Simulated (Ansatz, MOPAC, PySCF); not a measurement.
Molecule: C$_{2}$N, charge 0, multiplicity 2. SMILES: [C][N][C]
Geometry: optimised at B3LYP-D3(BJ)/def2-TZVP (Ansatz, a quantum-chemistry and plane-wave program).

Wanted: vertical electron affinity to the triplet, in eV. Conventions: open shells spin-unrestricted; valence correlation only; 6-31G* and kin with 6d, 5d where marked; no spin-orbit coupling; 6-311+G** with 5d; each state is the SCF solution reached for its charge and spin; non-relativistic; PM7 with its own dispersion and hydrogen-bond terms; dispersion terms only where a functional's name holds one. First-principles rows: single points at B3LYP-D3(BJ) geometries (Ansatz). Semi-empirical rows: differences of heats of formation at the shared geometry for vertical values. Anions need diffuse functions, which STO-3G, LANL2DZ, def2-SVP, cc-pVDZ and Pople sets without + lack. A UHF reference is markedly spin-contaminated in at least one set, which strains HF and MP2.

```json
[
 {"level": "AM1", "program": "MOPAC", "vertical electron affinity to the triplet (eV)": "1.71"},
 {"level": "PM3", "program": "MOPAC", "vertical electron affinity to the triplet (eV)": "2.57"},
 {"level": "PM7", "program": "MOPAC", "vertical electron affinity to the triplet (eV)": "0.81"},
 {"level": "MNDO", "program": "MOPAC", "vertical electron affinity to the triplet (eV)": "1.27"},
 {"level": "PBE/6-31G*", "program": "Ansatz", "vertical electron affinity to the triplet (eV)": "1.41"},
 {"level": "PBE/6-311+G**", "program": "Ansatz", "vertical electron affinity to the triplet (eV)": "2.22"},
 {"level": "B3LYP/STO-3G", "program": "Ansatz", "vertical electron affinity to the triplet (eV)": "-2.12"},
 {"level": "B3LYP/3-21G", "program": "Ansatz", "vertical electron affinity to the triplet (eV)": "1.18"},
 {"level": "B3LYP/6-31G*", "program": "Ansatz", "vertical electron affinity to the triplet (eV)": "1.34"},
 {"level": "MP2/6-31G*", "program": "Ansatz", "vertical electron affinity to the triplet (eV)": "0.87"},
 {"level": "B3LYP/def2-TZVPD", "program": "Ansatz", "vertical electron affinity to the triplet (eV)": "2.08"},
 {"level": "M06-2X/def2-TZVPD", "program": "PySCF", "vertical electron affinity to the triplet (eV)": "2.04"},
 {"level": "wB97X-V/def2-TZVPD", "program": "Ansatz", "vertical electron affinity to the triplet (eV)": "1.91"}
]
```

No value to compare with is used here. The 10 habitual levels span -2.12 (B3LYP/STO-3G) to 2.57 eV (PM3); B3LYP/def2-TZVPD gives 2.08.

The levels are drawn from those run, B3LYP/6-31G* more often than the rest, none by its result; left out are runs that failed, that the program found above a lower state of the same kind, or whose <S^2> lies over 0.5 above the pure value.
